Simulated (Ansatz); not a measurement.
Geometry optimisation, Ansatz, RKS PBE0-D4/6-31G*.

Input file:

```yaml
crystal:
  periodic: [false, false, false]
  atoms:
    - { symbol: Si, position_ang: [0.021172, 0.079758, -0.118864] }
    - { symbol: H, position_ang: [-0.044549, -0.405896, 1.267305] }
    - { symbol: F, position_ang: [1.441907, -0.310357, -0.755606] }
    - { symbol: H, position_ang: [-0.199395, 1.533918, -0.260226] }
    - { symbol: H, position_ang: [-1.024575, -0.659494, -0.918592] }
    - { symbol: O, position_ang: [-2.459703, 0.124243, 1.319788] }
    - { symbol: Al, position_ang: [-2.93631, -0.995003, 0.075999] }
    - { symbol: H, position_ang: [-2.633105, -2.54559, 0.271995] }
    - { symbol: H, position_ang: [-3.837049, -0.371693, -1.06761] }
    - { symbol: H, position_ang: [-1.773493, -0.188086, 1.95101] }
basis:
  gaussian: { orbitals: "6-31G*" }
hamiltonian:
  xc: pbe0
  dispersion: d4
relax:
  f_tol: 0.03
  max_steps: 50
```

Launched with:

```bash
$ ansatz run input.yaml --threads 1 --pin off --max-ram 2048MiB --backend cpu --events-out ev --progress --plain --runs-dir out
```

Problem. Where does it end, and by what steps?

Solution. The forces met the threshold. After 12 steps the energy has fallen by 0.249 eV; O6 moved furthest, 0.42 Å.

| step | energy less start (eV) | largest force component (eV/Å) | accepted |
| --- | --- | --- | --- |
| 0 | 0.0000 | 0.992 | yes |
| 1 | -0.0652 | 1.502 | yes |
| 2 | -0.1063 | 1.672 | yes |
| 3 | -0.1298 | 0.596 | yes |
| 4 | -0.1984 | 0.309 | yes |
| 5 | -0.2076 | 0.494 | yes |
| 6 | -0.2280 | 0.151 | yes |
| 7 | -0.2380 | 0.124 | yes |
| 8 | -0.2394 | 0.276 | yes |
| 9 | -0.2460 | 0.085 | yes |
| 10 | -0.2483 | 0.066 | yes |
| 11 | -0.2484 | 0.047 | yes |
| 12 | -0.2487 | 0.013 | yes |

```xyz
10
Properties=species:S:1:pos:R:3
Si -0.131 0.070 0.016
H 0.303 -0.514 1.302
F 1.172 -0.131 -0.930
H -0.475 1.492 -0.155
H -1.049 -0.874 -0.795
O -2.078 0.151 1.142
Al -2.768 -0.972 -0.053
H -2.847 -2.490 0.414
H -3.599 -0.302 -1.222
H -1.973 -0.169 2.046
```

Run time: 44 s on 1 thread of Arm Neoverse V2, on a shared host, peak memory 0.15 GiB.
